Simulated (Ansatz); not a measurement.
Pulling on the Ge1–Br2 bond in BrGeH3 (SMILES [GeH3][Br]) (multiplicity 1 held, fragments rigid). Energies count from the point at 2.332 Å.
Geometry at that point (charge 0, multiplicity 1):
```xyz
5

Ge    -1.146     0.047     0.005
Br     1.184    -0.048    -0.005
H     -1.540     1.484    -0.354
H     -1.607    -0.332     1.416
H     -1.642    -0.956    -1.043
```

R- and RO- levels are restricted; in cc, def2 and unpolarised 6-31G sets they are followed outwards from rest. U- levels take the lowest unrestricted solution at each point, which mixes spins at long bonds. Active spaces are followed from a long bond inwards. Levels need not reach the same state.

Frozen-core correlation. Filled d and f shells under p-block atoms count as core.

Run with Ansatz (Gaussian orbitals). Each number belongs to the level named beside it.

Energies in kJ/mol.

| R (Å) | R-HF/cc-pVTZ | U-HF/cc-pVTZ | R-PBE/cc-pVTZ | R-B3LYP/cc-pVTZ | U-SCS-MP2/cc-pVTZ | FIC-MRCISD+Q on CASSCF(6,4)/cc-pVTZ |
|---|---|---|---|---|---|---|
| 1.865 | 289 | 289 | 272 | 277 | 286 | 287 |
| 2.099 | 49 | 49 | 47 | 49 | 48 | (withheld) |
| 2.332 | 0 | 0 | 0 | 0 | 0 | 0 |
| 2.565 | 30 | 30 | 24 | 24 | 29 | 28 |
| 2.798 | 88 | 88 | 73 | 73 | 85 | 82 |
| 3.148 | 185 | 182 | 152 | 155 | 201 | (withheld) |
| 3.498 | 272 | 232 | 220 | 226 | 296 | 244 |
| 4.081 | 384 | 258 | 299 | 310 | 345 | 319 |
| 4.664 | 461 | 263 | 343 | 361 | 356 | (withheld) |
| 5.363 | 522 | 265 | 370 | 394 | 359 | 350 |
| 6.296 | 572 | 265 | 385 | 415 | 359 | 351 |
| 7.462 | 606 | 265 | 392 | 426 | 360 | 352 |

### Question
Fill in the missing entries.

### Answer

- 3.148, FIC-MRCISD+Q on CASSCF(6,4)/cc-pVTZ: 170
- 2.099, FIC-MRCISD+Q on CASSCF(6,4)/cc-pVTZ: 49
- 4.664, FIC-MRCISD+Q on CASSCF(6,4)/cc-pVTZ: 344

Doubts at one or more of the structures used: a restricted determinant that unrestricted orbitals would lower (R-HF/cc-pVTZ, R-PBE/cc-pVTZ, R-B3LYP/cc-pVTZ); a spin-contaminated determinant (U-HF/cc-pVTZ, U-SCS-MP2/cc-pVTZ); active orbitals that take no part (FIC-MRCISD+Q on CASSCF(6,4)/cc-pVTZ).

Ansatz is a quantum-chemistry and plane-wave program.
